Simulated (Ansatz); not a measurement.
Start from `[NH2][Nb]([OH])(=[S])[Cl]` and change one atom or group to get `C[O][Nb]([NH2])(=[S])[Cl]`.

Ansatz, PBE0-D4/def2-TZVP geometries, multiplicity 1. Each molecule was computed in one conformer, which needn't be the lowest.

Elements past krypton have def2 core potentials.

```json
{"property": "zero-point energy (PBE0-D4/def2-TZVP) / kJ/mol", "`[NH2][Nb]([OH])(=[S])[Cl]`": "109.1"}
{"property": "LUMO energy (ωB97M-V/def2-TZVPP) / eV", "`[NH2][Nb]([OH])(=[S])[Cl]`": "-0.08"}
{"property": "LUMO energy (PBE0/def2-TZVPP) / eV", "`[NH2][Nb]([OH])(=[S])[Cl]`": "-2.15"}
{"property": "HOMO energy (PBE0/def2-TZVPP) / eV", "`[NH2][Nb]([OH])(=[S])[Cl]`": "-7.78"}
{"property": "size of the dipole moment (B3LYP/def2-TZVPP) / D", "`[NH2][Nb]([OH])(=[S])[Cl]`": "3.22"}
{"property": "HOMO–LUMO gap (ωB97M-V/def2-TZVPP) / eV", "`[NH2][Nb]([OH])(=[S])[Cl]`": "9.79"}
```

Task: What does the change do to each property? (Estimate.)

Result: Computed: 
```csv
property,`C[O][Nb]([NH2])(=[S])[Cl]`,shift
zero-point energy (PBE0-D4/def2-TZVP) / kJ/mol,184.4,75.3
LUMO energy (ωB97M-V/def2-TZVPP) / eV,0.04,0.12
LUMO energy (PBE0/def2-TZVPP) / eV,-2.00,0.15
HOMO energy (PBE0/def2-TZVPP) / eV,-7.62,0.16
size of the dipole moment (B3LYP/def2-TZVPP) / D,3.87,0.65
HOMO–LUMO gap (ωB97M-V/def2-TZVPP) / eV,9.76,-0.03
```

The zero-point energy changes by 75.3 kJ/mol with +9 modes. Dipoles are sizes alone; their direction can turn.

Positive LUMOs are unbound, so they and the gaps depend on the basis.

B3LYP here is the variant with VWN-RPA as its local correlation; programs differ in this.
